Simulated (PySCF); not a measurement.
This PySCF input asks for the NMR shieldings of (NaH)4 ring; the geometry comes from PBE0-D3(BJ)/def2-SVP.

```python
import basis_set_exchange as bse
import numpy as np
from pyscf import gto, dft
from pyscf.prop import nmr

atoms = """
Na   -1.234569   -2.226795   -0.292390
H    -2.597002   -0.764823    0.091346
Na   -2.228403    1.210080    0.411883
H    -0.755438    2.603590    0.538739
Na    1.234397    2.226510    0.293843
H     2.597205    0.764204   -0.089366
Na    2.228488   -1.209809   -0.413270
H     0.755322   -2.602968   -0.540785
"""
names = dict.fromkeys(["Na", "H"], "pcSseg-1")
basis = {el: gto.basis.parse(bse.get_basis(n, elements=[el], fmt="nwchem")) for el, n in names.items()}
mol = gto.M(atom=atoms, basis=basis, charge=0, verbose=0)
mf = dft.RKS(mol, xc="PBE0")
mf.grids.level = 2
mf.grids.alignment = dft.numint.BLKSIZE   # the property module wants whole blocks of grid points
mf.conv_tol = 1e-9
mf.kernel()

calc = nmr.RKS(mf)   # GIAO
C = mf.mo_coeff
Co = C[:, mf.mo_occ > 0]
resp = mf.gen_response(singlet=True, hermi=2)
def vind(x):   # induced exchange potential for any number of trial vectors
    d = np.einsum("pi,xij,qj->xpq", C, 2 * x.reshape(-1, C.shape[1], Co.shape[1]), Co, optimize=True)
    return np.einsum("xpq,pi,qj->xij", resp(d - d.transpose(0, 2, 1)), C, Co, optimize=True).ravel()
mo1, _ = nmr.rhf.solve_mo1(calc, with_cphf=vind)
sigma = calc.kernel(mo1)
for i, s in enumerate(sigma):   # ppm
    print("%2d %-2s %9.2f" % (i, mol.atom_pure_symbol(i), np.trace(s) / 3))
```

**Question.** What does it print?

**Answer.** 
```
 0 Na    522.11
 1 H      27.37
 2 Na    521.38
 3 H      27.36
 4 Na    522.12
 5 H      27.37
 6 Na    521.35
 7 H      27.35
```

These numbers come from an equivalent density-fitted implementation of the same equations, which agrees with the script to about 0.01 ppm for H and up to a few tenths of a ppm for heavy atoms, so last digits may differ.

**Question.** Turn these shieldings into chemical shifts. Shifts are taken against calculated references (same method and geometry level): 1H (σ = 31.27 ppm) against TMS.

**Answer.** Averaging equivalent atoms: H 1/3/5/7: 3.90 ppm. No reference was computed at this level for Na. 

Size and cost of the density-fitted run: 84 basis functions, 2.8 s wall time on 1 thread of an x86-64 server CPU, shared host.
